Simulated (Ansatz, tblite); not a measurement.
Removing and adding an electron: the cluster RbBr2 (the lowest doublet isomer of a short search). Total charge 0; doublet. Geometry: PBE-D4/def2-TZVP. Ansatz, gas phase; energy differences of separate SCF runs; the oxidised species is a singlet (the triplet lies 0.23 eV higher at PBE0-D4/def2-TZVP); the reduced species is a singlet (the triplet lies 0.98 eV higher at PBE0-D4/def2-TZVPD).

```xyz
3

Rb   -0.7701    0.4740    1.6634
Br   -0.9671   -0.3592   -1.4228
Br    1.7371   -0.1149   -0.2405
```

In the def2 sets Rb takes a core potential; there is no spin–orbit coupling. The xTB rows come from tblite. In the doublet, Br2 and Br3 lie 2.96 Å apart (atoms count from 1), so these atoms are partly bonded to each other. The structure comes from a short search, and lower isomers may exist.

```tsv
level	−HOMO (eV)	vertical IE (eV)	−LUMO (eV)	vertical EA (eV)	HOMO–LUMO gap (eV)	IE − EA (eV)	remarks
GFN1-xTB	–	12.54	–	–	–	–	–
GFN2-xTB	–	13.08	–	6.61	–	6.47	–
PBE-D4/def2-TZVP	5.07	8.22	4.22	–	0.85	–	restricted SCF unstable in HF (+1 singlet)
PBE-D4/def2-TZVPD	5.10	–	4.25	1.55	0.85	–	HOMO above zero (-1 singlet)
r2SCAN-D4/def2-TZVP	5.42	8.48	4.12	–	1.30	–	restricted SCF unstable in HF (+1 singlet)
r2SCAN-D4/def2-TZVPD	5.43	–	4.13	1.56	1.30	–	HOMO above zero (-1 singlet)
PBE0-D4/def2-TZVP	6.33	8.51	3.42	–	2.92	–	restricted SCF unstable in HF (+1 singlet)
PBE0-D4/def2-TZVPD	6.35	–	3.44	1.62	2.91	–	HOMO above zero (-1 singlet)
```

Run but left out: HF/def2-TZVPP, MP2/def2-TZVPP, CCSD/def2-TZVPP, CCSD(T)/def2-TZVPP (flagged by the program: other roots).   A HOMO above zero means that the electron is unbound at that level or that self-interaction error raises the level; the energy of removing that electron tells which. HOMO and LUMO are the levels of the spin that leaves or enters (xTB has no such levels and no spin-polarisation term). Other spin states of the ions may lie lower, which would lower the ionisation energy or raise the affinity. Raw xTB energy differences between charge states are shifted by several eV; the methods need an empirical correction for them.
